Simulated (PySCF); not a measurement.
IRb, triplet, at the geometry of the source list (a higher spin typed on purpose: for a closed-shell molecule this is an excited state) (core potentials on I, Rb); PySCF with TPSS/def2-SV(P).

Here is a job for PySCF.
```python
from pyscf import gto, scf, dft

mol = gto.M(
    atom='''
Rb   -1.08960000   -0.77400000   -0.92830000
I     1.08960000    0.77400000    0.92830000
''',
    basis='def2-sv(p)',
    ecp={'I': 'def2-sv(p)', 'Rb': 'def2-sv(p)'},
    spin=2,
    verbose=4,
)

mf = dft.UKS(mol)
mf.xc = 'tpss'
mf.kernel()
mf.analyze()
```

**Question.** What does PySCF print? Leave out banner, timings and long lists.

**Answer.** 
```
PySCF version 2.14.0

[INPUT] verbose = 4
[INPUT] num. atoms = 2
[INPUT] num. electrons = 34
[INPUT] charge = 0
[INPUT] spin (= nelec alpha-beta = 2S) = 2
[INPUT] symmetry False subgroup None
[INPUT] Mole.unit = angstrom
[INPUT] Symbol           X                Y                Z      unit          X                Y                Z       unit  Magmom
[INPUT]  1 Rb    -1.089600000000  -0.774000000000  -0.928300000000 AA   -2.059045585326  -1.462648020413  -1.754232761434 Bohr   0.0
[INPUT]  2 I      1.089600000000   0.774000000000   0.928300000000 AA    2.059045585326   1.462648020413   1.754232761434 Bohr   0.0

nuclear repulsion = 36.5839816703182
number of shells = 20
number of NR pGTOs = 96
number of NR cGTOs = 50
basis = def2-sv(p)
ecp = {'I': 'def2-sv(p)', 'Rb': 'def2-sv(p)'}

******** <class 'pyscf.dft.uks.UKS'> ********
method = UKS
initial guess = minao
damping factor = 0
level_shift factor = 0
DIIS = <class 'pyscf.scf.diis.CDIIS'>
diis_start_cycle = 1
diis_space = 8
diis_damp = 0
SCF conv_tol = 1e-09
SCF conv_tol_grad = None
SCF max_cycles = 50
direct_scf = True
direct_scf_tol = 1e-13
number electrons alpha = 18  beta = 16
XC library pyscf.dft.libxc version 7.1.2
    S. Lehtola, C. Steigemann, M. J. T. Oliveira, and M. A. L. Marques,  SoftwareX 7, 1–5 (2018)
XC functionals = tpss
    J. Tao, J. P. Perdew, V. N. Staroverov, and G. E. Scuseria,  Phys. Rev. Lett. 91, 146401 (2003)
    J. P. Perdew, J. Tao, V. N. Staroverov, and G. E. Scuseria,  J. Chem. Phys. 120, 6898 (2004)
    J. Tao, J. P. Perdew, V. N. Staroverov, and G. E. Scuseria,  Phys. Rev. Lett. 91, 146401 (2003)
    J. P. Perdew, J. Tao, V. N. Staroverov, and G. E. Scuseria,  J. Chem. Phys. 120, 6898 (2004)
radial grids:
    Treutler-Ahlrichs [JCP 102, 346 (1995); DOI:10.1063/1.469408] (M4) radial grids

becke partition: Becke, JCP 88, 2547 (1988); DOI:10.1063/1.454033
pruning grids: <function nwchem_prune>
grids dens level: 3
symmetrized grids: False
atomic radii adjust function: <function treutler_atomic_radii_adjust>
small_rho_cutoff = 0
Set gradient conv threshold to 3.16228e-05
tot grids = 43872
init E= -287.8429568532

cycle= 1 E= -318.658594768099  delta_E= -30.8  |g|= 2.34  |ddm|= 6.32

cycle= 2 E= -309.599463367872  delta_E= 9.06  |g|= 2.64  |ddm|= 6.97

cycle= 3 E= -320.13267457048  delta_E= -10.5  |g|=    1  |ddm|= 6.64

cycle= 4 E= -321.53051640891  delta_E= -1.4  |g|= 0.323  |ddm|= 4.31

cycle= 5 E= -321.61568871008  delta_E= -0.0852  |g|= 0.121  |ddm|= 1.49

cycle= 6 E= -321.626035936707  delta_E= -0.0103  |g|= 0.0385  |ddm|= 0.223

cycle= 7 E= -321.627380359124  delta_E= -0.00134  |g|= 0.0091  |ddm|= 0.127

cycle= 8 E= -321.627452342367  delta_E= -7.2e-05  |g|= 0.0018  |ddm|= 0.0478

cycle= 9 E= -321.627455996551  delta_E= -3.65e-06  |g|= 0.000503  |ddm|= 0.00659

cycle= 10 E= -321.627456487537  delta_E= -4.91e-07  |g|= 0.000115  |ddm|= 0.00251

cycle= 11 E= -321.627456533472  delta_E= -4.59e-08  |g|= 2.02e-05  |ddm|= 0.000952

cycle= 12 E= -321.627456538005  delta_E= -4.53e-09  |g|= 8.2e-06  |ddm|= 0.000376

cycle= 13 E= -321.627456538413  delta_E= -4.08e-10  |g|= 7.5e-06  |ddm|= 0.000151

Extra cycle  E= -321.627456538666  delta_E= -2.53e-10  |g|= 7.58e-06  |ddm|= 0.000129
converged SCF energy = -321.627456538666  <S^2> = 2.0014248  2S+1 = 3.0009497
**** SCF Summaries ****
Total Energy =                        -321.627456538666308
Nuclear Repulsion Energy =              36.583981670318209
One-electron Energy =                 -629.439211386796842
Two-electron Energy =                  271.227773177812310
Two-electron Coulomb Energy =          297.014600724857587
DFT Exchange-Correlation Energy =      -25.786827547045249
**** MO energy ****
                             alpha | beta                alpha | beta
MO #1   energy= -6.70178024476866  | -6.69861672595078  occ= 1 | 1
MO #2   energy= -4.7671253228921   | -4.76074221729206  occ= 1 | 1
MO #3   energy= -4.74464111502585  | -4.74324280263043  occ= 1 | 1
MO #4   energy= -4.74386036185462  | -4.7425095225602   occ= 1 | 1
MO #5   energy= -1.88113009395353  | -1.87274847037751  occ= 1 | 1
MO #6   energy= -1.8753679891335   | -1.8691090752609   occ= 1 | 1
MO #7   energy= -1.87441393751865  | -1.8682130699989   occ= 1 | 1
MO #8   energy= -1.85628472767439  | -1.85490984469703  occ= 1 | 1
MO #9   energy= -1.85613828260716  | -1.85476318676839  occ= 1 | 1
MO #10  energy= -1.20254221593409  | -1.20062035398952  occ= 1 | 1
MO #11  energy= -0.693410790793362 | -0.664443512285573 occ= 1 | 1
MO #12  energy= -0.594735217454974 | -0.591570077112624 occ= 1 | 1
MO #13  energy= -0.594244185174196 | -0.591404789084333 occ= 1 | 1
MO #14  energy= -0.593779228737895 | -0.591090877238366 occ= 1 | 1
MO #15  energy= -0.330974190475398 | -0.282336661577159 occ= 1 | 1
MO #16  energy= -0.295376944472461 | -0.276418074303799 occ= 1 | 1
MO #17  energy= -0.289258138985636 | -0.270872521846174 occ= 1 | 0
MO #18  energy= -0.0787014960905248 | -0.0553091323411472 occ= 1 | 0
MO #19  energy= -0.0324173146147045 | -0.00513360644543664 occ= 0 | 0
MO #20  energy= -0.0285390429797814 | -0.00414525131001566 occ= 0 | 0
MO #21  energy= -0.0267805895616244 | -0.00154683657227882 occ= 0 | 0
MO #22  energy= 0.004778713197209  | 0.0325134726421252 occ= 0 | 0
MO #23  energy= 0.00489464990431478 | 0.0325651050544468 occ= 0 | 0
MO #24  energy= 0.00754661554458189 | 0.0332987734387297 occ= 0 | 0
MO #25  energy= 0.0120049172721789 | 0.0414242920244817 occ= 0 | 0
MO #26  energy= 0.0173763209009257 | 0.0417781537031647 occ= 0 | 0

spin_pop of  0 Rb 4s        0.00011
spin_pop of  0 Rb 5s        0.93915
spin_pop of  0 Rb 6s       -0.00049
spin_pop of  0 Rb 7s        0.00290
spin_pop of  0 Rb 8s        0.00039
spin_pop of  0 Rb 4px      -0.00048
spin_pop of  0 Rb 4py      -0.00075
spin_pop of  0 Rb 4pz      -0.00160
spin_pop of  0 Rb 5px       0.00012
spin_pop of  0 Rb 5py       0.00162
spin_pop of  0 Rb 5pz       0.00200
spin_pop of  0 Rb 6px       0.00166
spin_pop of  0 Rb 6py       0.00190
spin_pop of  0 Rb 6pz       0.00249
spin_pop of  0 Rb 4dxy     -0.00008
spin_pop of  0 Rb 4dyz      0.00007
spin_pop of  0 Rb 4dz^2    -0.00005
spin_pop of  0 Rb 4dxz      0.00000
spin_pop of  0 Rb 4dx2-y2    0.00037
spin_pop of  0 Rb 5dxy      0.00107
spin_pop of  0 Rb 5dyz      0.00118
spin_pop of  0 Rb 5dz^2     0.00143
spin_pop of  0 Rb 5dxz     -0.00007
spin_pop of  0 Rb 5dx2-y2    0.00184
spin_pop of  1 I 4s       -0.00002
spin_pop of  1 I 5s        0.01217
spin_pop of  1 I 6s        0.00026
spin_pop of  1 I 7s        0.00035
spin_pop of  1 I 4px       0.00140
spin_pop of  1 I 4py       0.00213
spin_pop of  1 I 4pz       0.00393
spin_pop of  1 I 5px       0.04014
spin_pop of  1 I 5py       0.00034
spin_pop of  1 I 5pz       0.00060
spin_pop of  1 I 6px       0.03162
spin_pop of  1 I 6py       0.13740
spin_pop of  1 I 6pz       0.23184
spin_pop of  1 I 7px       0.58135
spin_pop of  1 I 7py       0.00039
spin_pop of  1 I 7pz       0.00032
spin_pop of  1 I 4dxy     -0.00220
spin_pop of  1 I 4dyz     -0.00239
spin_pop of  1 I 4dz^2    -0.00195
spin_pop of  1 I 4dxz     -0.00109
spin_pop of  1 I 4dx2-y2    0.00008
spin_pop of  1 I 5dxy      0.00256
spin_pop of  1 I 5dyz      0.00267
spin_pop of  1 I 5dz^2     0.00214
spin_pop of  1 I 5dxz      0.00111
spin_pop of  1 I 5dx2-y2    0.00010
In total            18.00000 | 16.00000
Dipole moment(X, Y, Z, Debye):  1.42361,  1.01101,  1.21275
```
